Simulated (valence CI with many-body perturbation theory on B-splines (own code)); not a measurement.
P10+: input, log and results

Calculated by relativistic CI+MBPT: three valence electrons over a frozen Dirac-Fock core [He], radial functions for each j: 6 s, 6 p, 5 d, 3 f, 1 g, with Breit, model QED; selected single and double excitations, second order for the rest, scaled by the run's own slope (own B-spline code, finite nucleus).

Command, and the settings that its task file holds:

```sh
python run_cv.py task.json out
```

```
atom P  Z=15  mass_number=31  rms_radius_fm=3.1889
core [He]
valence 2s2 2p1
avg = 1
basis = S
breit = 1
cap = 10000
capref = 1200
cscale = 1
de = 0.0
dress = 0
eps = 2e-08
extrap = 1
h = 0.27
hh = 1
l2 = 3
lcore = 6
maxit = 60
n2 = 5
natural = 1
nlev = 20
nno = [3, 3, 3, 2, 1]
nroot = 26
nsp = [3, 3, 2, 1, 0]
pt2 = 1
qed = 1
rpa = 1
s1 = 0
s2 = 0
s3 = 0
screen = 1
tol = 2e-05
whole = 1
```

It took 4.4 s on 1 thread of Intel(R) Xeon(R) 6975P-C (Granite Rapids), with other jobs on the host.

Log. The first blocks belong to the next ion, which gives the ionisation energy. Fields: 2J, parity (1 odd), roots, reference size, generating configurations, candidates as configurations/state functions, variational space P, stored matrix elements, Davidson steps; e2 is the range of second-order energies in hartree. The first line gives the box (bohr), its intervals, the orbitals and the steps of their self-consistent field. Window is the range of levels sought, series limit the energy at which the first omitted orbital would enter, core excitation an estimate of the first excitation out of the core, left out the lowest levels not solved, and shifts from estimates the range by which levels moved from their first estimate, all in cm⁻¹.

```
rmax 5.3 intervals 61 orbitals 36 references ['2s2 2p', '2s 2p2', '2p3'] scf 4 t 0.3
2J=0 par=0 roots 2 ref 15 generators 5 cand 92/92 P 107/107 nnz 0 it 0
   second order: generators 12 cand 0/0 e2 -0.00000 -0.00000
reference levels 291, estimated 204, window 2359497 1/cm; series limit 3299916, core excitation 16868377
2J=1 par=1 roots 6 ref 32 generators 13 cand 45/69 P 1775/2598 nnz 8.5e+05 it 3
2J=1 par=1 roots 6 ref 32 generators 28 cand 238/363 P 2013/2961 nnz 1.1e+06 it 5
   second order: generators 58 cand 880/1286 e2 -0.00001 -0.00000
2J=3 par=1 roots 8 ref 47 generators 17 cand 423/834 P 1694/3376 nnz 1.5e+06 it 4
2J=3 par=1 roots 8 ref 47 generators 31 cand 290/687 P 1984/4063 nnz 2.1e+06 it 5
   second order: generators 64 cand 1564/3253 e2 -0.00001 -0.00000
2J=1 par=0 roots 8 ref 34 generators 16 cand 37/50 P 1774/2614 nnz 8.5e+05 it 3
2J=1 par=0 roots 8 ref 34 generators 30 cand 181/248 P 1955/2862 nnz 1e+06 it 5
   second order: generators 61 cand 972/1409 e2 -0.00001 -0.00000
2J=3 par=0 roots 9 ref 45 generators 15 cand 420/871 P 1693/3410 nnz 1.5e+06 it 4
2J=3 par=0 roots 9 ref 45 generators 30 cand 288/575 P 1981/3985 nnz 2e+06 it 5
   second order: generators 68 cand 1691/3620 e2 -0.00002 -0.00000
2J=5 par=0 roots 5 ref 39 generators 12 cand 373/856 P 1567/3389 nnz 1.5e+06 it 4
2J=5 par=0 roots 5 ref 39 generators 22 cand 196/431 P 1763/3820 nnz 1.9e+06 it 4
   second order: generators 47 cand 1862/4451 e2 -0.00001 -0.00000
2J=5 par=1 roots 3 ref 36 generators 8 cand 384/823 P 1566/3362 nnz 1.5e+06 it 4
2J=5 par=1 roots 3 ref 36 generators 14 cand 214/532 P 1780/3894 nnz 2e+06 it 4
   second order: generators 40 cand 1868/4546 e2 -0.00001 -0.00000
2J=7 par=0 roots 2 ref 19 generators 6 cand 331/710 P 1410/3229 nnz 1.5e+06 it 4
2J=7 par=0 roots 2 ref 19 generators 12 cand 127/263 P 1537/3492 nnz 1.7e+06 it 3
   second order: generators 28 cand 1522/3584 e2 -0.00001 -0.00000
2J=7 par=1 roots 1 ref 21 generators 3 cand 113/255 P 1351/2912 nnz 1.2e+06 it 3
2J=7 par=1 roots 1 ref 21 generators 3 cand 67/196 P 1418/3108 nnz 1.4e+06 it 3
   second order: generators 26 cand 1573/3896 e2 -0.00001 -0.00001
2J=9 par=1 roots 1 ref 7 generators 1 cand 134/311 P 793/1606 nnz 0 it 3
2J=9 par=1 roots 1 ref 7 generators 7 cand 142/297 P 935/1903 nnz 0 it 4
   second order: generators 13 cand 1289/2911 e2 -0.00001 -0.00001
left out: unestimated 3431623, estimated 2491304, shifts from estimates -6 to 12
operators 0.1
```

The Davidson iterations converged.

No measured spectrum was set against this ion. As an estimate, levels of excited configurations hold to 0.05 to 0.15 % of their energy, terms of the ground configuration to about 0.5 %.

```yaml
Valence_energy: -60.69138 hartree
Ionisation_energy: "479.19 eV (NIST: 479.44 ± 0.05 eV (semi-empirical))"
Reference_configurations_for_the_orbitals: 2s2 2p, 2s 2p2, 2p3
Radial_orbitals: 36
Box_radius: 5.306 bohr
Largest_variational_space: 4063
Lowest_levels: 2s²2p ²P°_1/2 0, 2s²2p ²P°_3/2 9666, 2s2p² ⁴P_1/2 178010, 2s2p² ⁴P_3/2 181480, 2s2p² ⁴P_5/2 186420, 2s2p² ²D_3/2 318720, 2s2p² ²D_5/2 318830, 2s2p² ²S_1/2 405380, 2s2p² ²P_1/2 430700, 2s2p² ²P_3/2 436020, 2p³ ⁴S°_3/2 563320, 2p³ ²D°_3/2 636180, 2p³ ²D°_5/2 636370, 2p³ ²P°_1/2 714050 cm⁻¹
```
